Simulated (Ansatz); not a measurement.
`BC(B)=C` + `CC(N)F` → `BNC(C)F` + `BC=C` at 600 K and 1 bar (ligand exchange at a B–C bond).

Isolated molecules relaxed with PBE0-D4/def2-TZVP in Ansatz; ΔE leaves out vibrations. CBS: MP2 limit from def2 TZ/QZ plus the TZ coupled-cluster correction, frozen cores. Each species was taken in one conformer, which may not be the lowest.

```json
{"species": "`BC(B)=C`", "CCSD(T)/CBS energy (Eh)": "-129.23883", "H − E (kJ/mol)": "245.6", "S (J/(mol·K))": "378.1"}
{"species": "`CC(N)F`", "CCSD(T)/CBS energy (Eh)": "-234.21706", "H − E (kJ/mol)": "271.6", "S (J/(mol·K))": "359.0"}
{"species": "`BNC(C)F`", "CCSD(T)/CBS energy (Eh)": "-259.64176", "H − E (kJ/mol)": "314.2", "S (J/(mol·K))": "404.9"}
{"species": "`BC=C`", "CCSD(T)/CBS energy (Eh)": "-103.86193", "H − E (kJ/mol)": "203.8", "S (J/(mol·K))": "322.8"}
```

H − E and S are ideal-gas, rigid-rotor, harmonic terms from PBE0-D4/def2-TZVP, for one conformer and one mirror image of each species. 1 Eh = 2625.50 kJ/mol, R = 8.31446 J/(mol·K).

By hand: ΔE, ΔH, ΔS and ΔG.

ΔE = (-259.64176) + (-103.86193) − (-129.23883) − (-234.21706) = -0.04780 Eh = -125.5 kJ/mol. Δ(H − E) = 314.2 + 203.8 − 245.6 − 271.6 = 0.8, so ΔH = -124.7 kJ/mol. ΔS = 404.9 + 322.8 − 378.1 − 359.0 = -9.4 J/(mol·K). ΔG = -124.7 − 600 × (-9.4)/1000 = -119.1 kJ/mol.

By hand: the equilibrium constant, and the temperature at which ΔG would vanish if ΔH and ΔS stayed fixed.

log₁₀ K = −ΔG/(RT ln 10) = 10.4. ΔG = 0 at ΔH/ΔS = 13266 K, far beyond where these terms or the molecules hold.

The number of gas molecules stays the same, so ΔS is small and ΔH decides. A doubt of 5 kJ/mol in ΔE shifts log₁₀ K by 0.4 here. Other conformers and mirror images would add mixing entropy, several J/(mol·K) or more a flexible species. These are equilibria of isolated gas molecules and say nothing of rates. Largest T1 diagnostic: 0.012 (customary marks: 0.02 for closed shells, 0.045 for open ones).
